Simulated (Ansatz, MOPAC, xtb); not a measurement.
Diatomic CoN, multiplicity 5 (lowest of 2S+1 = 1, 3, 5, 7 at CCSD(T)/def2-TZVPP on PBE0 minima; our sources give no spin for the ground state, which may be another). No spin–orbit coupling. Co is treated without relativity.

The constants come from a fifth-degree fit in 1/R (seven points, main isotopes). In def2 and cc sets the state is the lowest found near the PBE0 minimum, followed along R.

The state that PM6 reach isn't checked.

Programs: Ansatz (Gaussian orbitals); MOPAC for PM6 (differences of heats of formation); xtb for the GFN methods. Each number belongs to the level named beside it. The GFN methods have no spin term and hold the electronic entropy of 300 K.

| level | r_e (Å) | ω_e (cm⁻¹) | ω_e x_e (cm⁻¹) | dipole (D) |
|---|---|---|---|---|
| PM6 | 1.665 | 816 | 5.1 | - |
| GFN1-xTB | 1.643 | 856 | 8.9 | - |
| SVWN5/def2-TZVPP | 1.578 | 941 | 6.0 | 3.52 |
| PBE/def2-TZVPP | 1.607 | 871 | 6.8 | 3.57 |
| r2SCAN/def2-TZVPP | 1.595 | ? | 11 | 3.62 |
| B3LYP/def2-TZVPP | 1.627 | 706 | 11 | 4.05 |
| PBE0/def2-TZVPP | 1.622 | 669 | 6.8 | 4.17 |
| wB97X-V/def2-TZVPP | ? | ? | 15 | 4.56 |

Complete the blanks.


- wB97X-V/def2-TZVPP, r_e (Å): 1.616
- wB97X-V/def2-TZVPP, ω_e (cm⁻¹): 648
- r2SCAN/def2-TZVPP, ω_e (cm⁻¹): 854

Doubts at one or more of the structures used: a spin-contaminated determinant (PM6).

Ansatz is an electronic-structure program.
